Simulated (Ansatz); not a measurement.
A nudged elastic band was laid between two geometries of CH$_{5}$BS$_{2}$ (9 atoms, charge 0, multiplicity 1).

Method: Ansatz 0.2.0, RKS B3LYP-D4/def2-SVP.

```
movable images  : 5
climbing image  : yes
spring          : 5.0 eV/Å²
optimiser       : quadratic models (default)
start path      : IDPP
force threshold : 0.05 eV/Å
iteration limit : 60
end points      : relaxed
```

First end point:

```xyz
9
Properties=species:S:1:pos:R:3
C -0.114 0.534 -1.579
S 0.345 0.873 0.165
B -0.042 -0.664 0.993
S 0.205 -0.909 2.757
H 0.141 1.431 -2.158
H -1.192 0.343 -1.665
H 0.451 -0.322 -1.969
H -0.487 -1.602 0.386
H 0.693 0.316 3.071
```

Last end point:

```xyz
9
Properties=species:S:1:pos:R:3
C 0.462 -0.078 -1.603
S 0.898 0.280 0.143
B -0.626 -0.045 1.018
S -0.782 0.142 2.799
H -0.360 0.569 -1.938
H 0.182 -1.133 -1.724
H 1.356 0.130 -2.208
H -1.614 -0.404 0.435
H 0.484 0.540 3.078
```

What changes between the two ends?

No bond is made or broken. The dihedral H6–C1–S2–B3 goes from 64 to -63°. The two ends are copies of one structure, up to a mirror image or an exchange of like atoms.

What energy profile does the band end with?

It converged. The highest image is number 3 of 0 to 6, 0.009 eV above the ends, which have the same energy within 2 meV. A vibrational analysis at the climbing image gives one clearly imaginary mode, 45i cm⁻¹: a first-order saddle point.

| image | path coordinate (Å) | energy (eV) | dihedral H6–C1–S2–B3 (°) |
| --- | --- | --- | --- |
| 0 | 0.00 | 0.000 | 64 |
| 1 | 0.53 | 0.002 | 43 |
| 2 | 1.06 | 0.007 | 22 |
| 3 | 1.59 | 0.009 | -1 |
| 4 | 2.10 | 0.007 | -23 |
| 5 | 2.61 | 0.002 | -43 |
| 6 | 3.12 | 0.000 | -63 |

What is the geometry of the highest image?


```xyz
9
Properties=species:S:1:pos:R:3
C 0.221 0.273 -1.645
S 0.739 0.571 0.090
B -0.411 -0.386 1.063
S -0.350 -0.447 2.861
H -0.052 1.232 -2.107
H -0.639 -0.408 -1.672
H 1.060 -0.169 -2.199
H -1.284 -1.032 0.546
H 0.716 0.366 3.062
```

Run time: 88 s on 1 thread of Arm Neoverse V2 (shared host), peak memory 0.17 GiB.
